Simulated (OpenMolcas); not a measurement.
Fe VI: effect of correlating more closed shells

| Item | Value |
| --- | --- |
| Program | OpenMolcas 26.06 |
| Basis | ANO-RCC-VQZP [7s6p4d3f2g1h] |
| Scalar Hamiltonian | DKH2, point nucleus |
| Active space | 3 electrons in 10 orbitals (3d 4d) |
| State averaging | 2S+1 = 4 even, 10 roots; 2S+1 = 2 even, 40 roots |
| Spin-orbit coupling | state interaction with AMFI integrals over the reference wave functions, term energies averaged over their components |

Methods on the same reference wave functions:
A. CASSCF
B. MS-CASPT2, IPEA 0.25 Eh, imaginary shift 0.1 Eh (closed shells correlated: 3s 3p)
C. MS-CASPT2, IPEA 0.25 Eh, imaginary shift 0.1 Eh (closed shells correlated: 2s 2p 3s 3p)

Energies in cm-1 above 3d3 4F 3/2, the measured ground level; measured values from Corliss and Sugar, J. Phys. Chem. Ref. Data 11, 135 (1982).

| Level | A | B | C | Measured |
| --- | --- | --- | --- | --- |
| 3d3 4F 3/2 | 0.0 | 0.0 | 0.0 | 0.0 |
| 3d3 4F 5/2 | 519 | 523 | 523 | 511 |
| 3d3 4F 7/2 | 1221 | 1227 | 1227 | 1188 |
| 3d3 4F 9/2 | 2086 | 2090 | 2090 | 2001 |
| 3d3 4P 1/2 | 22806 | 19450 | 19340 | 18738 |
| 3d3 4P 3/2 | 23005 | 19640 | 19530 | 18942 |
| 3d3 2G 7/2 | 23356 | 20830 | 20830 | 20616 |
| 3d3 4P 5/2 | 23656 | 20300 | 20190 | 19611 |
| 3d3 2G 9/2 | 24065 | 21560 | 21560 | 21315 |
| 3d3 2P 1/2 | 30867 | 26920 | 26870 | 26496 |
| 3d3 2H 9/2 | 30879 | 29180 | 29210 | 28724 |
| 3d3 2P 3/2 [64 %] | 30939 | 26770 | 26720 | 26215 |
| 3d3 2H 11/2 | 31410 | 29720 | 29750 | 29203 |
| 3d3 2D 3/2(1) [66 %] | 33804 | 29240 | 29190 | 28628 |
| 3d3 2D 5/2(1) | 34087 | 29290 | 29230 | 28484 |
| 3d3 2F 7/2 | 52979 | 47340 | 47240 | 46217 |
| 3d3 2F 5/2 | 53283 | 47640 | 47540 | 46604 |
| 3d3 2D 5/2(2) | 82116 | 74310 | 74170 | 71708 |
| 3d3 2D 3/2(2) | 82445 | 74630 | 74490 | 72049 |

Deviations, from unrounded energies. A percentage is the sum of absolute deviations over the sum of measured energies, with the sign that they share, or ± where signs differ.

```tsv
Against measurement	Levels	A	B	C
mean absolute deviation (cm-1)	18	4200	740	690
fine structure of the ground term (%)	3	+3.4	+3.7	+3.7
other terms of the ground configuration (%)	15	+15.1	+2.6	+2.4
```

C lies closest to measurement on these levels and A furthest from it. The largest miss of C in the table is 3d3 2D 5/2(2), by +2500 cm-1. The ranking rests on the paired levels alone, and a cruder setting can come out closer through cancelling errors.

Between B and C the level of the table that moves most is 3d3 2D 3/2(2), by 140 cm-1 (lowest in C, highest in B). Moves below CASPT2's spread within the term are not significant.

The mean deviations of B to C differ by less than CASPT2's widest spread within a term (840 cm-1), so their order carries little weight.

From A to B the spin-free energies of the other terms of 3d3 shown, above 4F, scale by factors of 0.85 to 0.94, as is usual when dynamic correlation screens the repulsion within a d or f shell.

The lowest spin-free term lies below A's lowest term by 0.349 hartree in B, 0.417 hartree in C.

What an inner shell adds also hangs on whether the basis holds functions to correlate it.

CASPT2 does not keep the components of a term degenerate, so their means are used; among the terms shown or strongly mixed into the levels shown the widest spread is 840 cm-1 (3d3 4F, C). Active for correlation alone: 4d; no level in the range computed is led by a configuration that fills it, so any true level of that kind is missing. Without dynamic correlation excited terms often stand tens of per cent too high (terms of higher spin than the ground term too low), and those without a measured partner can miss by more than the paired ones (holds for A). Computed and measured levels are paired by configuration, term and J; levels that our copy of the source lacks, or whose pairing is in doubt (as where it misses far off the trend of its configuration), stay unpaired and out of the deviations. Only configurations of the active space appear.

A share in square brackets marks a mixed level and gives the weight of the term that names it, the lowest over the columns. A number in round brackets counts repeated terms of one configuration in the order of the reference energies.
